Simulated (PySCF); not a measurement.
**`C[C@H]1C(=O)O[C@H]1F`, C4H5FO2**

Geometry (Å), atoms numbered from 1 in this order:
```xyz
12

C     1.373   -0.297   -0.283
C     0.070   -0.161    0.485
C    -0.518    1.243    0.571
O    -0.212    2.283    1.042
O    -1.653    0.907   -0.121
C    -1.236   -0.437   -0.289
F    -1.070   -0.736   -1.598
H     2.173    0.178    0.279
H     1.613   -1.347   -0.430
H     1.295    0.181   -1.256
H     0.124   -0.664    1.452
H    -1.957   -1.152    0.121
```

Theory: TDDFT CAM-B3LYP/aug-cc-pVDZ circular dichroism and optical rotation, one conformer, gas phase (PySCF). Geometry: GFN2-xTB.

(1) Draw the ECD and absorption spectra from the lowest 8 states, each a Gaussian of half-width 0.35 eV at 1/e height.

Results:

(1) 
| E (eV) | λ (nm) | Δε (L mol⁻¹ cm⁻¹) | ε (L mol⁻¹ cm⁻¹) |
| --- | --- | --- | --- |
| 5.39 | 230 | -0.09 | 5.11 |
| 5.54 | 224 | -0.25 | 14.5 |
| 5.69 | 218 | -0.50 | 28.4 |
| 5.84 | 212 | -0.68 | 38.5 |
| 5.99 | 207 | -0.64 | 36.2 |
| 6.14 | 202 | -0.42 | 23.6 |
| 6.29 | 197 | -0.19 | 10.7 |
| 6.44 | 193 | -0.06 | 3.34 |
| 6.59 | 188 | -0.01 | 0.902 |
| 6.74 | 184 | +0.02 | 1.91 |
| 6.89 | 180 | +0.12 | 12.4 |
| 7.04 | 176 | +0.56 | 59.4 |
| 7.19 | 173 | +1.83 | 197 |
| 7.34 | 169 | +4.15 | 454 |
| 7.49 | 166 | +6.26 | 746 |
| 7.64 | 162 | +5.60 | 935 |
| 7.79 | 159 | +0.76 | 1100 |
| 7.94 | 156 | -6.03 | 1560 |
| 8.09 | 153 | -9.71 | 2510 |
| 8.24 | 151 | -6.78 | 3800 |
| 8.39 | 148 | +1.40 | 5050 |
| 8.54 | 145 | +10.47 | 5800 |

Δε uses R in velocity form, ε uses f in length form. Only the states computed contribute, so the short-wavelength end is incomplete.
